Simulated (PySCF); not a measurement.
Species: BrClH8Si4.
SMILES with atom numbers: `[SiH3:1][Si:2]([SiH3:3])([Cl:4])[SiH2:5][Br:6]` (hydrogens: H7, H8, H9 on Si1; H10, H11, H12 on Si3; H13, H14 on Si5)

Computed, not measured: PBE0-D3(BJ)/def2-SVP geometry optimisation, gas phase (PySCF).

Problem. Give the optimised bond lengths and angles.

Solution. 
```tsv
bond	length (Å)
Si1–Si2, Si2–Si3	2.344
Si2–Cl4	2.098
Si2–Si5	2.337
Si5–Br6	2.242
Si1–H7 and 5 like bonds	1.494
Si5–H13, Si5–H14	1.491
```

Bonds in one row agree within 0.01 Å and their mean is given. A selection of angles:
```tsv
angle	degrees
Si2–Si1–H7	109.0
H7–Si1–H8	109.6
Si1–Si2–Si3	112.5
Si1–Si2–Cl4	108.6
Si1–Si2–Si5	109.9
Si3–Si2–Cl4	108.3
Cl4–Si2–Si5	107.5
Si2–Si5–Br6	103.9
Si2–Si5–H13	112.9
Br6–Si5–H13	108.5
H13–Si5–H14	110.0
```

Dihedral angles: Si1–Si2–Si5–Br6 -61° (synclinal). The mirror-image conformer, all signs reversed, is as good.

Si5 (SiH2 silicon) is distorted tetrahedral (angles from 103.9° to 112.9°). Si2 (chlorine-bound silicon) is tetrahedral (angles from 107.5° to 112.5°). Si1 (SiH3 silicon) is tetrahedral (angles from 109.0° to 109.7°).

Point group: near Cs, missed by 0.09 Å at most; the miss may be what the optimiser left on a soft mode. No frequency check. The numbers are those of one conformer.
